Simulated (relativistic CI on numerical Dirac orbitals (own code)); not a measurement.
# Radial parameters of Tl LXXIII

These numbers are calculated, not measured: Dirac-Coulomb-Breit CI, orbitals from a KLI potential per configuration, a model potential for QED, unscaled Slater integrals (own radial code, finite nucleus).

Slater integrals F^k, G^k are unscaled and averaged over j, outside the closed core 1s2; ζ comes from projecting the Hamiltonian with its Breit term on Σ l·s of the shell.

- 2s²2p⁵: ζ(2p) = 1.1385e+07 cm⁻¹; <r>(2p) = 0.0602, <r^2>(2p) = 0.004444 (bohr units).
- 2s²2p⁴3s: F^2(2p,2p) = 1.5541e+06, ζ(2p) = 1.1504e+07, G^1(2p,3s) = 170560 cm⁻¹; <r>(2p) = 0.05992, <r^2>(2p) = 0.004402, <r>(3s) = 0.1593, <r^2>(3s) = 0.02909 (bohr units).
- 2p⁶3p: ζ(3p) = 3.2329e+06 cm⁻¹; <r>(3p) = 0.1565, <r^2>(3p) = 0.02847 (bohr units).

Averages of the first 10 configurations, taken without configuration mixing, which lowers the lowest level and can move excited configurations by several eV; other configurations of the list can lie among them:

```tsv
Configuration	Parity	States	Average energy above the lowest level (eV)
2s²2p⁵	odd	6	707.2
2s2p⁶	even	2	2674.6
2s²2p⁴3s	even	30	11600.5
2p⁶3s	even	2	15529.7
2p⁶3p	odd	6	16076.5
2s²2p⁴3p	odd	90	12161.1
2p⁶3d	even	10	16525.1
2s²2p⁴3d	even	150	12609.7
2s2p⁵3s	odd	24	13530.2
2s2p⁵3p	even	72	14083.9
```
